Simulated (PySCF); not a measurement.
Isomers of C6H11NOSi, one GFN2-xTB conformer each. Single-point energies are computed at PBE0/pcSseg-1 (PySCF, gas phase, no added dispersion term), electronic only.

Problem. Rank them by PBE0/pcSseg-1 energy, lowest first (kcal/mol).
A. `[H]/[N:6]=[CH:5]/[C@H:4]([C:2]([CH3:1])=[O:3])[C@@H:7]1[CH2:8][SiH2:9]1` with C1–C2–C4–C5 36°, C2–C4–C5–N6 -112°, C2–C4–C7–C8 133°
B. `[CH:1]#[C:2][CH2:3][N:4]([CH3:5])[Si@@H:6]([OH:7])[CH:8]=[CH2:9]` with C2–C3–N4–C5 -66°, C3–N4–Si6–O7 43°, N4–Si6–O7–H 68°, N4–Si6–C8–C9 -135°
C. `[CH:1]#[C:2][CH2:3][C@H:4]([CH3:5])[NH:6][C:7](=[O:8])[SiH3:9]` with C2–C3–C4–C5 65°, C3–C4–N6–C7 -109°, C4–N6–C7–O8 -3°
D. `[CH2:1]=[CH:2][CH2:3][NH:4][Si@@H:5]1[CH:6]=[CH:7][CH2:8][O:9]1` with C1–C2–C3–N4 124°, C2–C3–N4–Si5 81°, C3–N4–Si5–C6 -85°
E. `[CH3:1][C@@H:2]1[CH:3]=[C:4]([C:5]([NH2:6])=[O:7])[CH2:8][SiH2:9]1` with C3–C4–C5–N6 -31°, C4–C5–N6–H 180° and -4°
F. `[CH3:1][SiH2:2][c:3]1[cH:4][cH:5][c:6]([CH2:7][NH2:8])[o:9]1` with C1–Si2–C3–C4 10°, C5–C6–C7–N8 -78°, C6–C7–N8–H -59° and 59°
G. `[CH3:1][Si:2]1([CH3:3])[CH2:4][C@H:5]([C:6]#[N:7])[CH2:8][O:9]1` with C1–Si2–C4–C5 135°, Si2–C4–C5–C6 85°, C4–C5–C8–O9 35°, C5–C8–O9–Si2 -19°
H. `[H]/[N:7]=[CH:6]/[C@@H:5]1[CH:4]=[C:3]([O:2][CH3:1])[CH2:9][SiH2:8]1` with C1–O2–C3–C4 -1°, C4–C5–C6–N7 -140°
I. `[H]/[N:2]=[CH:3]\[CH2:4][SiH2:5][O:6][C@:7]12[CH2:8][C@H:9]1[CH2:10]2` with N2–C3–C4–Si5 98°, C3–C4–Si5–O6 63°, C4–Si5–O6–C7 -177°, Si5–O6–C7–C8 129°

Solution. G (0.0), E (21.6), D (25.3), F (38.7), H (57.7), B (59.0), C (71.0), A (73.9), I (78.6).

As drawn, the lowest has a C≡N group, which the highest lacks; the highest has a three-membered ring, a C=N bond and an N–H bond, which the lowest lacks. Neighbours under 2.5 kcal/mol apart ([H]/N=C/[C@@H]1C=C(OC)C[SiH2]1 and C#CCN(C)[Si@@H](O)C=C) can change places with a better method, another conformer or zero-point energy. GFN2-xTB itself gives, in the same order: 1.6, 12.4, 0.0, 16.5, 36.6, 28.9, 39.8, 58.5, 34.5. GFN2-xTB puts C=CCN[Si@@H]1C=CCO1 lowest instead; measured from each level's own lowest isomer, the values differ by up to 44.1 kcal/mol ([H]/N=C\C[SiH2]O[C@]12C[C@H]1C2: 34.5 against 78.6).

Problem. Which frontier levels, dipoles and rotational constants go with these structures?

Solution. 
| SMILES | HOMO (eV, PBE0/pcSseg-1) | LUMO (eV) | dipole (D) | A, B, C (MHz) |
| --- | --- | --- | --- | --- |
| C[Si]1(C)C[C@H](C#N)CO1 | -7.95 | 0.47 | 3.97 | 2258, 1099, 948.1 |
| C[C@@H]1C=C(C(N)=O)C[SiH2]1 | -7.30 | -0.68 | 3.83 | 2499, 909.1, 702.7 |
| C=CCN[Si@@H]1C=CCO1 | -6.87 | -0.14 | 1.68 | 3409, 712.7, 637.6 |
| C[SiH2]c1ccc(CN)o1 | -6.30 | -0.10 | 1.83 | 3749, 652.1, 593.3 |
| [H]/N=C/[C@@H]1C=C(OC)C[SiH2]1 | -6.57 | -0.08 | 2.15 | 2238, 906.0, 681.1 |
| C#CCN(C)[Si@@H](O)C=C | -6.67 | -0.36 | 1.94 | 2735, 794.5, 697.6 |
| C#CC[C@H](C)NC(=O)[SiH3] | -6.95 | -0.08 | 3.00 | 2055, 769.6, 654.0 |
| [H]/N=C/[C@H](C(C)=O)[C@@H]1C[SiH2]1 | -6.39 | -0.71 | 2.29 | 1935, 1101, 744.6 |
| [H]/N=C\C[SiH2]O[C@]12C[C@H]1C2 | -6.71 | -0.21 | 2.66 | 3179, 690.3, 621.5 |
